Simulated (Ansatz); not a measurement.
Cost and result for the atomization energy of ClH4NSi2, SMILES `Cl[SiH]1N[SiH2]1` (8 atoms, 8 bonds).

Total charge 0; spin multiplicity 1. Geometry: relaxed with PBE0-D4/def2-TZVP. Program: Ansatz. All runs use 2 threads of an Arm Neoverse V2 on a shared host. Times are those of one run each, without the atoms' runs, and a repeat can differ threefold. Electronic energies, without spin–orbit coupling; frozen cores. CCSD(T)/CBS adds CCSD(T) − MP2 in def2-TZVPP to the MP2 limit, and its time is that of the two runs behind it. T1 = 0.012. B3LYP takes the VWN-RPA correlation (the form of Gaussian; ORCA's B3LYP/G).

CCSD(T)/CBS is a level of theory with its own doubt, some kJ/mol a heavy atom from the limit and from the frozen cores, so smaller differences don't rank the functionals.

| level | functions | wall time | atomization (kcal/mol) | difference from CCSD(T)/CBS | per bond |
| --- | --- | --- | --- | --- | --- |
| CCSD(T)/def2-SVP | 88 | 2.1 s | 544.3 | -60.1 | -7.5 |
| revPBE-D4/def2-TZVPP | 213 | 2.4 s | 595.8 | -8.6 | -1.1 |
| BLYP-D4/def2-TZVPP | 213 | 2.5 s | 598.9 | -5.5 | -0.7 |
| PBE-D4/def2-TZVPP (with forces) | 213 | 3 s | 609.5 | 5.1 | 0.6 |
| PBE0-D4/def2-TZVPP | 213 | 3.5 s | 600.8 | -3.6 | -0.4 |
| r2SCAN-D4/def2-TZVPP (with forces) | 213 | 6.5 s | 604.8 | 0.4 | 0.0 |
| B3LYP-D4/def2-TZVPP (with forces) | 213 | 6.5 s | 601.6 | -2.8 | -0.4 |
| ωB97X-V/def2-TZVPP | 213 | 10 s | 610.8 | 6.4 | 0.8 |
| B97M-V/def2-TZVPP | 213 | 11 s | 610.3 | 5.9 | 0.7 |
| ωB97M-V/def2-TZVPP (with forces) | 213 | 14 s | 607.3 | 2.9 | 0.4 |
| MP2/def2-QZVPP | 387 | 23 s | 604.2 | -0.2 | 0.0 |
| CCSD(T)/def2-TZVPP | 213 | 75 s | 582.0 | -22.4 | -2.8 |
| CCSD(T)/CBS(def2) | – | 97 s | 604.4 | 0.0 | 0.0 |

From r2SCAN to r2SCAN0 (25 % exact exchange), in def2-TZVPP and without D4, the atomization energy moves by −9.6 kcal/mol: exact exchange takes away binding that semilocal exchange gives to molecules. In def2-TZVPP, CCSD(T) changes the Hartree–Fock value by +159.2 kcal/mol (the triples alone add +10.3 kcal/mol) and MP2 by +167.9 kcal/mol; breaking electron pairs costs correlation energy, which Hartree–Fock lacks. The D4 term adds +8.0 kcal/mol with B3LYP and +4.2 kcal/mol with PBE0; it sums over pairs of atoms, weighted by their polarisabilities, and B3LYP, whose exchange is more repulsive, gets the larger term.
